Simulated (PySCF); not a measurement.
Isomers of C4H9F3OSi, mass 158.037 u with the commonest isotopes. Theory: PBE0/pcSseg-1 in PySCF (dipole) on a GFN2-xTB geometry, gas phase. One conformer each, none proved a minimum here; rigid rotors.

Problem. Order these by rotational constant B, smallest first.
A. `[F:1][CH2:2][C:3]([F:4])([F:5])[O:6][CH2:7][CH2:8][SiH3:9]` with F1–C2–C3–F4 57°, C2–C3–O6–C7 180°, C3–O6–C7–C8 180°, O6–C7–C8–Si9 180°
B. `[CH3:1][CH2:2][CH2:3][O:4][C:5]([F:6])([F:7])[SiH2:8][F:9]` with C1–C2–C3–O4 -179°, C2–C3–O4–C5 178°, C3–O4–C5–F6 55°, O4–C5–Si8–F9 -60°
C. `[CH3:1][CH2:2][CH2:3][O:4][Si:5]([F:6])([F:7])[CH2:8][F:9]` with C1–C2–C3–O4 180°, C2–C3–O4–Si5 -165°, C3–O4–Si5–F6 174°, O4–Si5–C8–F9 -24°
D. `[CH3:1][SiH2:2][CH2:3][O:4][C:5]([F:6])([F:7])[CH2:8][F:9]` with C1–Si2–C3–O4 63°, Si2–C3–O4–C5 180°, C3–O4–C5–F6 -58°, O4–C5–C8–F9 179°

Solution. A (479.9 MHz), D (606.5 MHz), B (672.2 MHz), C (728.9 MHz).

Problem. Order these by out-of-plane moment Σ m c² = (Ia + Ib − Ic)/2, largest first.
A. `[F:1][CH2:2][C:3]([F:4])([F:5])[O:6][CH2:7][CH2:8][SiH3:9]` with F1–C2–C3–F4 57°, C2–C3–O6–C7 180°, C3–O6–C7–C8 180°, O6–C7–C8–Si9 180°
B. `[CH3:1][CH:2]([CH3:3])[O:4][SiH2:5][C:6]([F:7])([F:8])[F:9]` with C1–C2–O4–Si5 83°, C2–O4–Si5–C6 -178°
C. `[CH3:1][SiH2:2][CH2:3][O:4][C:5]([F:6])([F:7])[CH2:8][F:9]` with C1–Si2–C3–O4 63°, Si2–C3–O4–C5 180°, C3–O4–C5–F6 -58°, O4–C5–C8–F9 179°
D. `[CH3:1][CH2:2][CH2:3][O:4][Si:5]([F:6])([F:7])[CH2:8][F:9]` with C1–C2–C3–O4 180°, C2–C3–O4–Si5 -165°, C3–O4–Si5–F6 174°, O4–Si5–C8–F9 -24°
E. `[CH3:1][CH2:2][CH2:3][O:4][C:5]([F:6])([F:7])[SiH2:8][F:9]` with C1–C2–C3–O4 -179°, C2–C3–O4–C5 178°, C3–O4–C5–F6 55°, O4–C5–Si8–F9 -60°

Solution. B (75.25 u·Å²), D (72.23 u·Å²), C (63.25 u·Å²), E (62.69 u·Å²), A (51.51 u·Å²).

Problem. Order these by dipole moment, largest first.
A. `[CH3:1][CH:2]([CH3:3])[O:4][SiH2:5][C:6]([F:7])([F:8])[F:9]` with C1–C2–O4–Si5 83°, C2–O4–Si5–C6 -178°
B. `[CH3:1][CH2:2][CH2:3][O:4][Si:5]([F:6])([F:7])[CH2:8][F:9]` with C1–C2–C3–O4 180°, C2–C3–O4–Si5 -165°, C3–O4–Si5–F6 174°, O4–Si5–C8–F9 -24°
C. `[F:1][CH2:2][C:3]([F:4])([F:5])[O:6][CH2:7][CH2:8][SiH3:9]` with F1–C2–C3–F4 57°, C2–C3–O6–C7 180°, C3–O6–C7–C8 180°, O6–C7–C8–Si9 180°
D. `[CH3:1][CH2:2][CH2:3][O:4][C:5]([F:6])([F:7])[SiH2:8][F:9]` with C1–C2–C3–O4 -179°, C2–C3–O4–C5 178°, C3–O4–C5–F6 55°, O4–C5–Si8–F9 -60°

Solution. A (4.09 D), C (3.09 D), B (1.83 D), D (1.60 D).

```json
{"SMILES": "FCC(F)(F)OCC[SiH3]", "point group": "Cs", "Ia (u·Å²)": "121.44", "Ib (u·Å²)": "1053.12", "Ic (u·Å²)": "1071.54", "κ": "-1.00", "μa (D)": "2.51", "μb (D)": "1.82", "μc (D)": "0.00"}
{"SMILES": "C[SiH2]COC(F)(F)CF", "point group": "C1", "Ia (u·Å²)": "177.73", "Ib (u·Å²)": "833.24", "Ic (u·Å²)": "884.47", "κ": "-0.97", "μa (D)": "2.94", "μb (D)": "1.06", "μc (D)": "0.49"}
{"SMILES": "CCCOC(F)(F)[SiH2]F", "point group": "C1", "Ia (u·Å²)": "219.47", "Ib (u·Å²)": "751.82", "Ic (u·Å²)": "845.91", "κ": "-0.91", "μa (D)": "1.05", "μb (D)": "0.02", "μc (D)": "1.21"}
{"SMILES": "CCCO[Si](F)(F)CF", "point group": "C1", "Ia (u·Å²)": "273.28", "Ib (u·Å²)": "693.34", "Ic (u·Å²)": "822.16", "κ": "-0.81", "μa (D)": "1.12", "μb (D)": "1.45", "μc (D)": "0.01"}
{"SMILES": "CC(C)O[SiH2]C(F)(F)F", "point group": "C1", "Ia (u·Å²)": "190.90", "Ib (u·Å²)": "753.85", "Ic (u·Å²)": "794.24", "κ": "-0.97", "μa (D)": "3.69", "μb (D)": "1.40", "μc (D)": "1.05"}
```
